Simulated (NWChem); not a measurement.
# NbF$_{4}$ cation; SMILES [F][Nb+]([F])([F])[F]

This spin state was assumed; another may lie lower. def2 effective core potentials on Nb; no spin-orbit coupling.

Task: Give the equilibrium geometry at PBE0/def2-SVP with def2 effective core potentials on Nb (NWChem) as a list of bonds and angles, with the point group.

Result: point group Td; any orientation.
Bonded distances (Å): Nb1–F2 1.787, Nb1–F3 1.787, Nb1–F4 1.787, Nb1–F5 1.787. Angles (°): F2–Nb1–F3 109.5, F2–Nb1–F4 109.5, F2–Nb1–F5 109.5, F3–Nb1–F4 109.5, F3–Nb1–F5 109.5, F4–Nb1–F5 109.5.
